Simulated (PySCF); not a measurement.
C3H3N2, SMILES C1=CN=C[N]1, multiplicity 2.

Coordinates come from a PBE-D3(BJ)/def2-SVP optimisation. The isomer is the one that the SMILES or the coordinates give; other isomers of the formula were not compared.

Two levels are set side by side: PBE/def2-TZVP (PySCF) and ωB97X/def2-TZVP (PySCF). Same geometry, gas phase. Differences are taken from unrounded values.

```tsv
quantity	ωB97X
α-spin orbital gap (eV)	12.40
β-spin orbital gap (eV)	8.81
dipole moment (D)	1.77
mean polarisability (bohr³)	42.8
```

Q: What does PBE give, and how far is it from ωB97X? (An estimate is asked for; the answer gives what the named calculation found.)

A: 
```csv
quantity,PBE,PBE minus ωB97X
α-spin orbital gap (eV),5.70,-6.70
β-spin orbital gap (eV),1.30,-7.51
dipole moment (D),1.60,-0.17
mean polarisability (bohr³),43.8,1.0
```

Rough cost on one machine, each run with all the roots and properties that it gave: ωB97X against PBE within a factor of 2.
